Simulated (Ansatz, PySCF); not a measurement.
Ta(O)(OH)(NH2)2 (H5N2O2Ta), SMILES [NH2][Ta]([NH2])([OH])=[O], multiplicity 1. Atoms are numbered in the order given.

```xyz
10

Ta     0.0071     0.0083    -0.0121
O      1.1551     0.7789    -1.0404
O      0.7833    -0.9753     1.4438
H      1.6699    -1.1584     1.7623
N     -1.0224    -1.2357    -1.1727
H     -0.9229    -1.3072    -2.1812
H     -1.7656    -1.8556    -0.8607
N     -1.1427     1.4599     0.7127
H     -1.0901     2.4364     0.4371
H     -1.9080     1.3342     1.3704
```
Charge 0, spin multiplicity 1.

The structure is a stationary point at PBE0-D3(BJ)/def2-SVP. The spin state was assumed, not searched. The structure was generated by enumeration; whether it is a known compound was not checked. The def2 effective core potentials stand for the cores of Ta; spin–orbit coupling is left out. Other conformers were not sampled.

Two levels are set side by side: PBE-D3(BJ)/def2-SVP (Ansatz, a program for electronic structure) and PBE0-D3(BJ)/def2-SVP (Ansatz). Each level has its own optimised geometry; the coordinates shown are those of the second. Frequencies come from the Hessian of PySCF at each geometry. Differences are taken from unrounded values.

| quantity | PBE0-D3(BJ) |
|---|---|
| mean bond length (Å) | 1.405 |
| bond Ta1–O2 (Å) | 1.723 |
| bond Ta1–O3 (Å) | 1.921 |
| bond Ta1–N5 (Å) | 1.989 |
| bond Ta1–N8 (Å) | 1.989 |
| bond O3–H4 (Å) | 0.960 |
| bond N5–H6 (Å) | 1.016 |
| bond N5–H7 (Å) | 1.017 |
| bond N8–H9 (Å) | 1.016 |
| bond N8–H10 (Å) | 1.017 |
| highest harmonic wavenumber (cm⁻¹) | 3970 |
| mean harmonic wavenumber (cm⁻¹) | 1211 |
| zero-point energy (kcal/mol) | 41.53 |

Task: What does PBE-D3(BJ) give, and how far is it from PBE0-D3(BJ)? (Estimate from the structure and the level; the computed values follow.)

Result: 
```csv
quantity,PBE-D3(BJ),PBE-D3(BJ) minus PBE0-D3(BJ)
mean bond length (Å),1.417,0.012
bond Ta1–O2 (Å),1.742,0.019
bond Ta1–O3 (Å),1.938,0.017
bond Ta1–N5 (Å),2.001,0.012
bond Ta1–N8 (Å),2.001,0.012
bond O3–H4 (Å),0.971,0.012
bond N5–H6 (Å),1.025,0.009
bond N5–H7 (Å),1.026,0.009
bond N8–H9 (Å),1.025,0.009
bond N8–H10 (Å),1.026,0.009
highest harmonic wavenumber (cm⁻¹),3796,-174
mean harmonic wavenumber (cm⁻¹),1168,-43
zero-point energy (kcal/mol),40.06,-1.47
```

GGA bonds tend to be longer and softer than those of functionals with exact exchange. Differences between two approximate levels are no errors against the true value.
